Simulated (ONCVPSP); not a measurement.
C (Z = 6): excitation energies, all-electron against ONCV

* Element: C
* Generator: ONCVPSP 4.0.1
* Type: optimised norm-conserving Vanderbilt (ONCV)
* Functional: PBE
* Relativity: scalar-relativistic
* Frozen core: [He]
* Valence charge: 4
* Reference configuration: 2s2 (charge +2)
* Partial waves: 2s: rc 0.85 bohr, ncon 5, nbas 8, qcut 8.8 1/bohr, 2 projectors, debl 1.9 Ha; p scattering state at 0.08 Ha: rc 0.75 bohr, ncon 4, nbas 8, qcut 13.1 1/bohr, local; d scattering state at 0.19 Ha: rc 0.90 bohr, ncon 4, nbas 8, qcut 12 1/bohr, 2 projectors, debl 1.9 Ha
* Local potential: the p channel
* Core correction: Teter function, fcfact 3.25, rcfact 1.45

In the p channel the program set the typed energies aside and used 0.050 Ha.

Energies are relative to the spin-unpolarised reference configuration 2s2; without spin polarisation the order of configurations can differ from experiment.

(1) Give the all-electron excitation energy and the error of the potential for: 2s2 2p2; 2s2 2p1; 2s1; 2s1 2p3.

Levels in the configuration 2s1:

| level | all-electron (eV) | pseudo (eV) |
| --- | --- | --- |
| 2s | -56.106 | -55.987 |

Note: ghosts flagged at negative energy: s at -258.3 eV; no localised positive-energy state flagged. A true bound ghost makes a file unfit for plane-wave use.

Results:

(1)

| valence configuration | charge | ΔE all-electron (eV) | error AE − PS (meV) |
| --- | --- | --- | --- |
| 2s2 2p2 | 0 | -35.017 | +35 |
| 2s2 2p1 | +1 | -24.156 | +18 |
| 2s1 | +3 | 48.194 | +39 |
| 2s1 2p3 | 0 | -26.539 | +66 |
